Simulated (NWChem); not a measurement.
System: TiH$_{3}$I; SMILES [TiH3][I]

Input file for NWChem:

```
start job
memory heap 200 mb stack 900 mb global 1100 mb
geometry units angstroms noautoz
  Ti     0.000000     0.000000    -1.709905
  I      0.000000     0.000000     0.822316
  H      0.284018     1.561158    -2.257060
  H      1.209994    -1.026546    -2.257060
  H     -1.494011    -0.534612    -2.257060
end
basis spherical
  * library def2-svp
end
ecp
  I library def2-ecp
end
dft
  xc xwpbe 1.00 cpbe96 1.0 hfexch 1.00
  cam 0.4 cam_alpha 0.0 cam_beta 1.0
  iterations 150
  mulliken
end
task dft energy
```

NWChem printed, in part:

```
             Northwest Computational Chemistry Package (NWChem) 7.3.0
             --------------------------------------------------------

 C3V symmetry detected

                             Geometry "geometry" -> ""
                             -------------------------

 Output coordinates in angstroms (scale by  1.889725989 to convert to a.u.)

  No.       Tag          Charge          X              Y              Z
 ---- ---------------- ---------- -------------- -------------- --------------
    1 Ti                  22.0000    -0.00000000     0.00000000    -1.69956728
    2 I                   53.0000    -0.00000000     0.00000000     0.83265372
    3 H                    1.0000     1.12202507     1.12202507    -2.24672228
    4 H                    1.0000     0.41068968    -1.53271475    -2.24672228
    5 H                    1.0000    -1.53271475     0.41068968    -2.24672228

 Effective nuclear repulsion energy (a.u.)     289.3419166950

      Symmetry information
      --------------------

 Group name             C3v
 Group number             17
 Group order               6
 No. of unique centers     3

 Summary of "ao basis" -> "ao basis" (spherical)
 ------------------------------------------------------------------------------
       Tag                 Description            Shells   Functions and Types
 ---------------- ------------------------------  ------  ---------------------
 Ti                         def2-svp                11       31   5s3p2d1f
 I                          def2-svp                10       26   4s4p2d
 H                          def2-svp                 3        5   2s1p

      Symmetry analysis of basis
      --------------------------

        a1         26
        a2          2
        e          44

  Rotation of axis

            General Information
            -------------------
          SCF calculation type: DFT
          Wavefunction type:  closed shell.
          No. of atoms     :     5
          No. of electrons :    50
           Alpha electrons :    25
            Beta electrons :    25
          Charge           :     0
          Spin multiplicity:     1
          Use of symmetry is: on ; symmetry adaption is: on
          Maximum number of iterations: 150
          AO basis - number of functions:    72
                     number of shells:    30
          Convergence on energy requested:  1.00D-06
          Convergence on density requested:  1.00D-05
          Convergence on gradient requested:  5.00D-04

              XC Information
              --------------
                     Hartree-Fock (Exact) Exchange  1.000
                     LC-wPBE(h)Exchange Functional  1.000
            Perdew 1991 LDA Correlation Functional  1.000 local
           PerdewBurkeErnz. Correlation Functional  1.000 non-local

           Range-Separation Parameters
           ---------------------------
           Alpha           :  0.00
           Beta            :  1.00
           Gamma           :  0.40
           Short-Range HF  :     F

             Grid Information
             ----------------
          Grid used for XC integration:  medium
          Radial quadrature: Mura-Knowles
          Angular quadrature: Lebedev.
          Tag              B.-S. Rad. Rad. Pts. Rad. Cut. Ang. Pts.
          ---              ---------- --------- --------- ---------
          Ti                  1.40      112          10.0       590
          I                   1.40      123          11.0       590
          H                   0.35       45          10.0       434
          Grid pruning is: on
          Number of quadrature shells:   280
          Spatial weights used:  Erf1

      Superposition of Atomic Density Guess
      -------------------------------------

 Sum of atomic energies:       -1196.88350349

      Non-variational initial energy
      ------------------------------

 Total energy =   -1146.240676
 1-e energy   =   -1975.986360
 2-e energy   =     681.965548
 HOMO         =      -0.313646
 LUMO         =       0.027663

      Symmetry analysis of molecular orbitals - initial
      -------------------------------------------------

  Numbering of irreducible representations:

     1 a1          2 a2          3 e

  Orbital symmetries:

     1 a1          2 a1          3 e           4 e           5 a1
     6 a1          7 a1          8 e           9 e          10 a1
    11 a1         12 e          13 e          14 e          15 e
    16 a1         17 e          18 e          19 a1         20 a1
    21 e          22 e          23 a1         24 e          25 e
    26 e          27 e          28 a1         29 e          30 e
    31 a1         32 a1         33 a1         34 e          35 e

     ---------------------------------------------
      Total Density - Mulliken Population Analysis
     ---------------------------------------------

    Atom       Charge   Shell Charges
 -----------   ------   -------------------------------------------------------
    1 Ti  22    20.17   2.00  2.00  2.00  0.82  0.04  6.00  5.99  0.50  0.35  0.46  0.01
    2 I   25    25.52   1.83  0.22  1.24  0.65  2.91  3.14  2.78  2.75  9.82  0.19
    3 H    1     1.44   0.81  0.62  0.00
    4 H    1     1.44   0.81  0.62  0.00
    5 H    1     1.44   0.81  0.62  0.00

   convergence    iter        energy       DeltaE   RMS-Dens  Diis-err
 ---------------- ----- ----------------- --------- --------- ---------
 d= 0,ls=0.0,diis     1  -1148.2641455967 -1.30D+03  5.96D-02  1.25D+00
 d= 0,ls=0.0,diis     2  -1138.3303931111  9.93D+00  4.51D-02  8.69D+01
 d= 0,ls=0.0,diis     3  -1148.4823243735 -1.02D+01  7.13D-03  1.17D+00
 d= 0,ls=0.0,diis     4  -1148.6179285998 -1.36D-01  3.36D-03  1.41D-01
 d= 0,ls=0.0,diis     5  -1148.6376149221 -1.97D-02  1.89D-03  1.51D-02
  Resetting Diis
 d= 0,ls=0.0,diis     6  -1148.6401167036 -2.50D-03  3.59D-04  1.35D-04
 d= 0,ls=0.0,diis     7  -1148.6401821318 -6.54D-05  1.30D-04  1.69D-05
 d= 0,ls=0.0,diis     8  -1148.6401923203 -1.02D-05  5.70D-05  6.04D-06
 d= 0,ls=0.0,diis     9  -1148.6401944559 -2.14D-06  6.43D-05  5.77D-06
 d= 0,ls=0.0,diis    10  -1148.6401962808 -1.82D-06  7.90D-06  1.96D-07
 d= 0,ls=0.0,diis    11  -1148.6401963581 -7.72D-08  8.46D-06  2.66D-08

         Total DFT energy =    -1148.640196358065
      One electron energy =    -1976.119753160929
           Coulomb energy =      744.803741066483
    Exchange-Corr. energy =      -65.104319787001
 Nuclear repulsion energy =      147.780135523382

 Numeric. integr. density =       50.000013071681

                  Occupations of the irreducible representations
                  ----------------------------------------------

                     irrep           alpha         beta
                     --------     --------     --------
                     a1               11.0         11.0
                     a2                0.0          0.0
                     e                14.0         14.0

                       DFT Final Molecular Orbital Analysis
                       ------------------------------------

 Vector   23  Occ=2.000000D+00  E=-4.347385D-01  Symmetry=a1
              MO Center=  4.5D-14, -1.6D-15,  4.6D-02, r^2= 3.4D+00
   Bfn.  Coefficient  Atom+Function         Bfn.  Coefficient  Atom+Function
  ----- ------------  ---------------      ----- ------------  ---------------
    44      0.527611  2 I  pz                47      0.360446  2 I  pz
    17     -0.297532  1 Ti d  0              41     -0.214378  2 I  pz
    38     -0.174619  2 I  pz                11      0.173010  1 Ti pz
    14     -0.158066  1 Ti pz                22     -0.155892  1 Ti d  0
    58      0.105437  3 H  s                 63      0.105437  4 H  s

 Vector   24  Occ=2.000000D+00  E=-3.981515D-01  Symmetry=e
              MO Center= -4.1D-04,  5.7D-03,  6.2D-01, r^2= 2.2D+00
   Bfn.  Coefficient  Atom+Function         Bfn.  Coefficient  Atom+Function
  ----- ------------  ---------------      ----- ------------  ---------------
    42      0.559005  2 I  px                45      0.470765  2 I  px
    39     -0.226149  2 I  px                43      0.208551  2 I  py
    36     -0.183436  2 I  px                46      0.175631  2 I  py
    18     -0.110455  1 Ti d  1              12      0.092633  1 Ti px
    40     -0.084371  2 I  py                23     -0.075032  1 Ti d  1

 Vector   25  Occ=2.000000D+00  E=-3.981515D-01  Symmetry=e
              MO Center=  4.1D-04, -5.7D-03,  6.2D-01, r^2= 2.2D+00
   Bfn.  Coefficient  Atom+Function         Bfn.  Coefficient  Atom+Function
  ----- ------------  ---------------      ----- ------------  ---------------
    43      0.559005  2 I  py                46      0.470765  2 I  py
    40     -0.226149  2 I  py                42     -0.208551  2 I  px
    37     -0.183436  2 I  py                45     -0.175631  2 I  px
    16      0.110455  1 Ti d -1              13      0.092633  1 Ti py
    39      0.084371  2 I  px                21      0.075032  1 Ti d -1

 Vector   26  Occ=0.000000D+00  E=-3.086917D-02  Symmetry=e
              MO Center= -1.5D-02, -3.9D-03, -1.5D+00, r^2= 1.3D+00
   Bfn.  Coefficient  Atom+Function         Bfn.  Coefficient  Atom+Function
  ----- ------------  ---------------      ----- ------------  ---------------
    18      0.572815  1 Ti d  1              19      0.365563  1 Ti d  2
    16      0.331198  1 Ti d -1              23      0.283554  1 Ti d  1
    24      0.182220  1 Ti d  2              21      0.163949  1 Ti d -1
    45      0.135260  2 I  px                42      0.124422  2 I  px
    15     -0.097705  1 Ti d -2              46     -0.078207  2 I  py

[...]
```

Level: LC-wPBE (HJS exchange hole, range parameter 0.4 per bohr)/def2-SVP with def2 effective core potentials on I. All runs use the structure optimised with PBE0/def2-SVP. def2 effective core potentials on I; no spin-orbit coupling.
